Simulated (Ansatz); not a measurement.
Species: CHS, net charge 0, doublet state. It need not be the lowest isomer of its formula. SMILES: [CH][S]
Coordinates optimised at B3LYP-D3(BJ)/def2-TZVP (Ansatz, a program for electronic structure):
```xyz
3

C     -0.0347    -0.0198    -1.0508
S     -0.0314    -0.0093     0.5059
H      0.7107     0.2677    -1.7901
```
Charge 0, spin multiplicity 2.

Quantity: atomisation energy (electronic, to ground-state atoms), in eV. Cores are frozen in the correlated levels unless marked. Open shells are spin-unrestricted. No spin-orbit coupling. No relativistic terms. The coupled-cluster limit lacks core correlation, which all-electron functionals hold. CBS marks a two-point X^-3 extrapolation of the correlation energy; Hartree-Fock from the larger set.

| level | program | atomisation energy (eV) |
|---|---|---|
| SVWN5/def2-TZVPD | Ansatz | 11.69 |
| BLYP-D4/def2-TZVPD | Ansatz + dftd4 | 10.04 |
| PBE0/6-31G* | Ansatz | 9.70 |
| PBE0/def2-SVP | Ansatz | 9.85 |

Problem. Estimate the value at CCSD(T)/CBS(aug-cc-pV(T+d)Z,aug-cc-pV(Q+d)Z) as computed with Ansatz.

Solution. 9.78 eV, so PBE0/def2-SVP differs from it by 0.07 eV.
